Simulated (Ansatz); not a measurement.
Reaction (formal exchange of groups at the Si–O bond): `C[Si](F)(F)[O][AlH2]` + `C=O` → `C[Si](F)(F)C=O` + `[OH][AlH2]`

Computed with Ansatz on PBE0-D4/def2-TZVP structures; ΔE is electronic, products minus reactants. CBS: MP2 limit from def2 TZ/QZ plus the TZ coupled-cluster correction, frozen cores. This one scheme is used for every species. One conformer a species, not always the lowest.

`C[Si](F)(F)[O][AlH2]`:

Cartesian coordinates in Å:
```
C 0.112 1.891 0.335
Si 0.826 0.199 0.312
F 2.131 0.174 -0.595
F 1.320 -0.199 1.769
O -0.195 -0.914 -0.214
Al -1.092 -2.252 -0.726
H -0.195 2.193 -0.669
H -0.763 1.931 0.988
H 0.844 2.613 0.700
H -1.047 -2.616 -2.259
H -1.940 -3.019 0.359
```

`C=O`:

Cartesian coordinates in Å:
```
C -0.005 0.000 -0.002
O 1.123 0.049 0.393
H -0.303 -0.651 -0.848
H -0.815 0.602 0.457
```

`C[Si](F)(F)C=O`:

```xyz
10

C     0.171    0.149    1.430
Si   -0.500    0.380   -0.260
F    -2.043   -0.001   -0.330
F    -0.392    1.898   -0.726
C     0.406   -0.680   -1.571
O     1.313   -1.404   -1.238
H     0.082   -0.896    1.734
H     1.229    0.420    1.459
H    -0.370    0.770    2.147
H     0.103   -0.637   -2.644
```

`[OH][AlH2]`:

```xyz
5

O    -1.203   -0.181   -0.027
Al    0.453    0.087    0.220
H    -1.592   -0.313   -0.889
H     1.436    0.125   -1.023
H     0.905    0.283    1.718
```

```
               species  MP2/def2-TZVPP energy (Eh)
`C[Si](F)(F)[O][AlH2]`                  -846.91149
                 `C=O`                  -114.31056
      `C[Si](F)(F)C=O`                  -642.21216
          `[OH][AlH2]`                  -318.94462
```

Q: Work out ΔE.

A: ΔE = (-642.21216) + (-318.94462) − (-846.91149) − (-114.31056) = 0.06527 Eh = +1.78 eV. CCSD(T)/CBS gives +1.75 eV.

Largest T1 diagnostic among the species: 0.015.

From PBE to PBE0 (25 % exact exchange), in def2-TZVPP and without D4, ΔE moves by +0.13 eV. In def2-TZVPP, CCSD(T) changes the Hartree–Fock value by −0.24 eV (the triples alone add −0.04 eV) and MP2 by −0.23 eV.
